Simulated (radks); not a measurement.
Values are calculated unless marked as measured or tabulated.
Question: Species: Ga I. Configuration: [Ar] 3d10 4s2 4p1 (the NIST ground configuration). Level of theory: scalar-relativistic Kohn-Sham, PBEsol, spin-polarised, spherical densities, point nucleus; open shells are filled with parallel spins first; hard spherical wall at 3.5 bohr (a radial shooting solver on a logarithmic mesh with Libxc functionals). Some entries of the table are withheld. Estimate them.

| orbital | occ. | eigenvalue (eV) | <r> (bohr) |
|---|---|---|---|
| 1s up | 1 | -10212.15 | 0.04863 |
| 1s down | 1 | -10212.09 | 0.04863 |
| 2s up | 1 | -1252.740 | 0.2180 |
| 2s down | 1 | -1252.725 | 0.2180 |
| 2p up | 3 | -1089.720 | 0.1908 |
| 2p down | 3 | -1089.675 | 0.1908 |
| 3s up | 1 | -139.4374 | 0.6528 |
| 3s down | 1 | -139.3823 | 0.6526 |
| 3p up | 3 | -90.3732 | 0.6808 |
| 3p down | 3 | -90.3038 | 0.6804 |
| 3d up | 5 | -11.1303 | 0.8201 |
| 3d down | 5 | -10.9499 | 0.8128 |
| 4s up | 1 | -0.6006 | 1.883 |
| 4s down | 1 | 0.6208 | 1.875 |
| 4p up | 1 | (1) | 1.999 |
| 4p down | 0 | (2) | 1.994 |
| 4d up | 0 | 26.8696 | 2.086 |
| 4d down | 0 | 28.1629 | 2.091 |
| 5s up | 0 | (3) | 2.061 |
| 5s down | 0 | (4) | 2.067 |
| 5p up | 0 | (5) | 2.023 |
| 5p down | 0 | (6) | 2.026 |

Answer: 
(1) 4p up eigenvalue (eV): 9.3777
(2) 4p down eigenvalue (eV): 10.6811
(3) 5s up eigenvalue (eV): 48.4748
(4) 5s down eigenvalue (eV): 49.3480
(5) 5p up eigenvalue (eV): 59.8077
(6) 5p down eigenvalue (eV): 60.6452
